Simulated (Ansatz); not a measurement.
Gas-phase electronic energies from Ansatz, PBE0-D4/def2-TZVP geometries. CCSD(T)/CBS adds triple-zeta CCSD(T) − MP2 to the extrapolated MP2 energy (def2 sets, frozen cores). This one scheme is used for every species. DFT in def2-TZVPP.

Reaction (ligand exchange at the Al–N bond): `C=[N][AlH2]` + `C1N[SiH2]1` → `[AlH2][N]1C[SiH2]1` + `C=N`

| level | ΔE (eV) |
| --- | --- |
| CAM-B3LYP-D4 | -0.33 |
| HF/def2-TZVPP | -0.38 |

Q: What does CCSD(T)/CBS give? (An estimate is asked.)

A: Computed: -0.40 eV. The listed levels differ from it by 0.07, 0.02 eV.

Q: What do rigid-rotor, harmonic-oscillator terms from PBE0-D4/def2-TZVP frequencies (298.15 K, 1 bar) make of the CCSD(T)/CBS value? (Best estimate.)

A: Computed: ΔZPE = +0.02 eV, ΔH = -0.37 eV, ΔS = 6 J/(mol·K), ΔG = -0.39 eV.

Largest T1 diagnostic among the species: 0.015.

From PBE to PBE0 (25 % exact exchange), in def2-TZVPP and without D4, ΔE moves by −0.05 eV. Leaving LDA and LC-ωPBE aside and taking each functional with its dispersion term where it has one, the values, not all of them listed here, spread over 0.09 eV, from BHLYP-D4 to PBE-D4. LDA lies +0.03 eV from PBE without D4. The D4 term adds −0.04 eV with B3LYP and −0.02 eV with PBE0; it sums over pairs of atoms, weighted by their polarisabilities, and B3LYP, whose exchange is more repulsive, gets the larger term.

B3LYP here is the variant with VWN-RPA as its local correlation; programs differ in this.
